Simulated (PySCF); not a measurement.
## HfO(OH)₂, singlet: data card

Method: PBE0/[Hf def2-TZVP with ECP60, O def2-TZVP, H def2-TZVP], scalar-relativistic core potentials, density fitting, no spin–orbit coupling, PySCF.

The structure is a minimum.

* Point group: Cs
* Bond lengths: Hf–O 1.766 Å, Hf–O 1.962 Å (×2), O–H 0.956 Å (×2)
* Bond angles: H–O–Hf 134.1° (×2), O–Hf–O 111.7° (×2), O–Hf–O 114.2°
* Entropy at 298.15 K and 1 bar: 333.8 J/(mol K)
* Rotational constants: 0.1961, 0.1521, 0.09782 cm⁻¹
* Enthalpy at 298.15 K above 0 K: 18.38 kJ/mol
* Atomisation energy without zero-point energy: 2604 kJ/mol
* Rotational symmetry number: 1
* Principal quadrupole moments (Buckingham, traceless) about the centre of mass: -18.57, 7.70, 10.87 D Å
* Principal polarisabilities: 31.6, 47.7, 48.1 bohr³
* Zero-point energy: 74.6 kJ/mol
* Lowest empty level: -2.61 eV
* Highest occupied level: -7.90 eV
* Heat capacity Cp at 298.15 K: 89.0 J/(mol K)
* Dipole moment: 3.48 D

Harmonic modes (masses in u: Hf 179.947, O 15.995, H 1.008):
```csv
symmetry,ω (cm⁻¹),IR (km/mol)
a',111,23.6
a',177,3.9
a'',201,28.2
a',402,283
a'',416,0.0
a'',496,171
a',519,169
a'',651,132
a',657,61.3
a',923,165
a'',3956,219
a',3958,51.6
```

Charges (e):
```
atom  Mulliken  Löwdin  polar tensor  Mayer order to Hf1
 Hf1      1.39    0.75          2.29                   –
  O2     -0.61   -0.39         -0.99                2.11
O3,4     -0.72   -0.34         -0.96                1.00
H5,6      0.33    0.16          0.31                0.02
```
Other Mayer orders above 0.3: O–H 0.88 (×2).

Mulliken populations on Hf1 (electrons outside its core potential): s 2.22, p 6.28, d 1.96, f 0.15.

Only a few start shapes were tried, so a lower isomer may exist. Spin–orbit coupling, left out here, can matter for elements this heavy.

The final relaxation and frequency run took 78 s on 4 threads of a shared Arm Neoverse V2 host, with 145 basis functions and 23 gradients; the process peaked at 1.9 GiB. Launch command: `OMP_NUM_THREADS=4 python axn.py task.json out`.
